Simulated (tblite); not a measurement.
C₆H₉NO₂Si.
Atom-mapped SMILES: `[CH3:1]/[CH:2]=[C:3](\[C:4]#[N:5])[O:6][SiH2:7][C:8]([CH3:9])=[O:10]` (hydrogens: H11, H12, H13 on C1; H14 on C2; H15, H16 on Si7; H17, H18, H19 on C9)

Structure optimised with GFN2-xTB, isolated species.

List the bond lengths, angles and torsions at this level.

```json
{"bond": "C1–C2", "length (Å)": "1.487", "order": "single"}
{"bond": "C2=C3", "length (Å)": "1.337", "order": "double"}
{"bond": "C3–C4", "length (Å)": "1.422", "order": "single"}
{"bond": "C4≡N5", "length (Å)": "1.146", "order": "triple"}
{"bond": "C3–O6", "length (Å)": "1.356", "order": "single"}
{"bond": "O6–Si7", "length (Å)": "1.629", "order": "single"}
{"bond": "Si7–C8", "length (Å)": "1.916", "order": "single"}
{"bond": "C8–C9", "length (Å)": "1.501", "order": "single"}
{"bond": "C8=O10", "length (Å)": "1.210", "order": "double"}
{"bond": "C1–H11, C1–H12, C1–H13", "length (Å)": "1.089", "order": "single"}
{"bond": "C2–H14", "length (Å)": "1.081", "order": "single"}
{"bond": "Si7–H15, Si7–H16", "length (Å)": "1.463", "order": "single"}
{"bond": "C9–H17, C9–H18, C9–H19", "length (Å)": "1.088", "order": "single"}
```

Bonds in one row agree within 0.01 Å and their mean is given. Orders are formal, as drawn. A selection of angles:
```json
{"angle": "C1–C2–C3", "degrees": "124.7"}
{"angle": "C2–C3–C4", "degrees": "121.6"}
{"angle": "C2–C3–O6", "degrees": "125.2"}
{"angle": "C4–C3–O6", "degrees": "113.2"}
{"angle": "C3–C4–N5", "degrees": "178.9"}
{"angle": "C3–O6–Si7", "degrees": "132.2"}
{"angle": "O6–Si7–C8", "degrees": "102.5"}
{"angle": "Si7–C8–C9", "degrees": "119.4"}
{"angle": "Si7–C8–O10", "degrees": "118.0"}
{"angle": "C9–C8–O10", "degrees": "122.6"}
```

Torsions: C1–C2–C3–C4 0° (synperiplanar); C2–C3–O6–Si7 -7° (synperiplanar); C3–O6–Si7–C8 -179° (antiperiplanar); O6–Si7–C8–C9 -5° (synperiplanar). The mirror-image conformer, all signs reversed, is as good.

O6 (silyl ether oxygen) is bent (angle 132.2°). The 2 C–O bonds span 1.210 Å (C8=O10, drawn double) to 1.356 Å (C3–O6, drawn single), a spread of 0.146 Å. Of the pairs four or more bonds apart, C4···H11 is among the closest relative to their van der Waals radii: 2.49 Å, 86 % of the sum of Bondi's values. Si7 (oxygen-bound silicon) is distorted tetrahedral (angles from 102.5° to 111.7°). The C–C distances run from 1.337 Å (C2=C3, drawn double) to 1.501 Å (C8–C9, drawn single), a spread of 0.164 Å.

Point group: C1 (no symmetry element, even within 0.4 Å). Its GFN2-xTB frequencies are all real (lowest 23 cm⁻¹). The numbers are those of one conformer. 3 starts were optimised and ended at 0.00, 1.68 and 1.69 kcal/mol (GFN2-xTB); the lowest of these is shown.

These are computed values.
